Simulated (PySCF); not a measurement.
# Palladium: a sound run and one with changed settings

Sound run: Pd [Kr] 4d10, Pd⁺ [Kr] 4d9. All numbers are calculated (PySCF 2.14, a scalar-relativistic core potential, in def2-TZVP with the def2 core potential (28 electrons) (6s4p3d1f, 40 functions)). The sound run starts from symmetry-adapted Hartree-Fock orbitals and uses a fine grid where one is needed.

Changed run: radial step 0.3 in ln r (0.13 in the sound run). This setting is unsound on purpose.

```
species  method  sound run (hartree)  changed run (hartree)  converged
     Pd     UHF           -127.03019             -127.03019        yes
     Pd   B3LYP           -127.91603             -127.91569        yes
     Pd    MN15           -127.62052             -127.62310        yes
    Pd⁺     UHF           -126.79939             -126.79939        yes
    Pd⁺   B3LYP           -127.60094             -127.60058        yes
    Pd⁺    MN15           -127.30045             -127.30233        yes
```

Ionisation energy of Pd:

| method | sound run (eV) | changed run (eV) |
| --- | --- | --- |
| UHF | 6.281 | 6.281 |
| B3LYP | 8.574 | 8.575 |
| MN15 | 8.710 | 8.729 |

A coarse radial grid mis-integrates the density and the exchange-correlation energy, with errors of either sign; Hartree-Fock needs no grid.

For comparison, NIST gives 8.337 eV between the lowest levels.
